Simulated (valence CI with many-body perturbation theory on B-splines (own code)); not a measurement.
Values are calculated unless marked as measured or tabulated.
**Hyperfine factors and g values of La49+**

Method: configuration interaction combined with many-body perturbation theory (CI+MBPT): six valence electrons over a frozen Dirac-Fock core [He], a basis of 9 s, 9 p, 8 d, 6 f, 3 g, 1 h functions for each j, with the one-electron correlation potential Σ1 (screened to all orders), the two-electron term Σ2, the three-electron term Σ3, Breit, model QED; selected single and double excitations, second order for the rest, scaled by the run's own slope (own B-spline code, finite nucleus).

The last digits are not significant, and no measured levels were compared; by estimate large intervals hold to a few tenths of a per cent, small ones and those within an open d or f shell to about a per cent. Among the levels kept, up to 2300 cm⁻¹ of a level comes from second order outside the variational space, and about a tenth of that is noise between levels of different J, which matters for small intervals.

A/g_I is the dipole constant over the nuclear g factor μ/I (μ in nuclear magnetons, uniformly magnetised nucleus), B/Q the quadrupole constant per barn. Both hold the static response of the core; the bare values leave it out. Large factors of s and p1/2 electrons are usually good to 5 to 10 %; those of open d and f shells near neutrality can be off by tens of per cent, and small factors of p3/2, d and f electrons come from cancelling terms and can be off by a factor of two or in sign, in half-filled shells by more. B is blank for J = 1/2, where it vanishes, and for nearly pure S terms. Energies count from the lowest level. Levels with J = 0 are left out.

Levels are named by their leading jj configuration (3d3/2^4 stands for four electrons in 3d with j = 3/2), which in mixed levels can hold well under half, so a name can repeat and another be missing. Letters in brackets count levels of one name in rising energy.

```csv
Level,E (× 10³ cm⁻¹),g,A/g_I (MHz),A/g_I bare,B/Q (MHz/b),B/Q bare
(2s^2 2p1/2^2 2p3/2^2) J=2,0.00,1.329,345000,354000,70100,70300
(2s^2 2p1/2 2p3/2^3) J=1,3438.6,1.483,-167000,-152000,-335000,-336000
(2s^2 2p1/2 2p3/2^3) J=2,3577.0,1.129,872000,875000,-743000,-744000
(2s 2p1/2^2 2p3/2^3) J=2,5694.7,1.480,2130000,2110000,-668000,-669000
(2s 2p1/2^2 2p3/2^3) J=1,6159.1,1.199,-1400000,-1360000,-216000,-216000
(2s 2p1/2 2p3/2^4) J=1,9464.5,1.257,4910000,4860000,-115000,-115000
(2s^2 2p1/2^2 2p3/2 3s) J=2,40364,1.515,779000,782000,637000,638000
(2s^2 2p1/2^2 2p3/2 3s) J=1,40420,1.178,-93000,-75500,330000,330000
(2s^2 2p1/2^2 2p3/2 3p1/2) J=1,41029,1.500,257000,270000,316000,316000
(2s^2 2p1/2^2 2p3/2 3p1/2) J=2,41043,1.189,427000,434000,620000,621000
(2s^2 2p1/2^2 2p3/2 3p3/2) J=3,42011,1.340,219000,225000,814000,815000
(2s^2 2p1/2^2 2p3/2 3p3/2) J=1,42012,1.368,216000,223000,-321000,-321000
(2s^2 2p1/2^2 2p3/2 3p3/2) J=2,42174,1.322,223000,230000,32700,32800
(2s^2 2p1/2^2 2p3/2 3d3/2) J=2,42725,1.032,197000,202000,-5150,-5130
(2s^2 2p1/2^2 2p3/2 3d3/2) J=3,42773,1.111,194000,199000,613000,615000
(2s^2 2p1/2^2 2p3/2 3d3/2) J=1,42794,1.118,193000,198000,-263000,-263000
(2s^2 2p1/2^2 2p3/2 3d5/2) J=4,42998,1.254,140000,144000,651000,652000
(2s^2 2p1/2^2 2p3/2 3d5/2) J=2,43065,1.249,47600,48800,-441000,-442000
(2s^2 2p1/2^2 2p3/2 3d5/2) J=3,43167,1.193,124000,127000,-72800,-72700
(2s^2 2p1/2^2 2p3/2 3d5/2) J=1,43230,1.037,-215000,-223000,69600,69900
(2s^2 2p1/2 2p3/2^2 3s) J=2 [a],43685,1.582,447000,453000,96200,96300
(2s^2 2p1/2 2p3/2^2 3s) J=1 [a],43754,1.306,-599000,-577000,26600,26600
(2s^2 2p1/2 2p3/2^2 3s) J=3,43864,1.313,991000,991000,-4480,-4500
(2s^2 2p1/2 2p3/2^2 3s) J=2 [b],43910,1.037,587000,595000,-23500,-23600
(2s^2 2p1/2 2p3/2^2 3s) J=1 [b],44161,1.314,2270000,2250000,-12900,-12900
(2s^2 2p1/2 2p3/2^2 3p1/2) J=1 [a],44336,1.644,-246000,-228000,38200,38200
(2s^2 2p1/2 2p3/2^2 3p1/2) J=2 [a],44396,1.209,400000,407000,14200,14300
(2s^2 2p1/2 2p3/2^2 3p1/2) J=3,44523,1.097,760000,763000,-14400,-14400
(2s^2 2p1/2 2p3/2^2 3p1/2) J=2 [b],44726,1.318,518000,526000,52500,52600
(2s^2 2p1/2 2p3/2^2 3p1/2) J=1 [b],44785,0.651,1570000,1560000,-3470,-3470
(2s^2 2p1/2 2p3/2^2 3p3/2) J=3 [a],45294,1.408,189000,196000,291000,292000
(2s^2 2p1/2 2p3/2^2 3p3/2) J=2 [a],45327,1.421,-46900,-37300,36300,36400
```

Question: Take the isotope of mass number 138, with I = 5, μ = 3.7084 μN and Q = 0.39 b. What is the hyperfine structure of (2s 2p1/2 2p3/2^4) J=1?

Answer: From the table A = 3640000 MHz, B = -44900 MHz. Shifts from the centre of gravity in MHz: F = 4: -2.19e+07, F = 5: -3610000, F = 6: 1.82e+07.
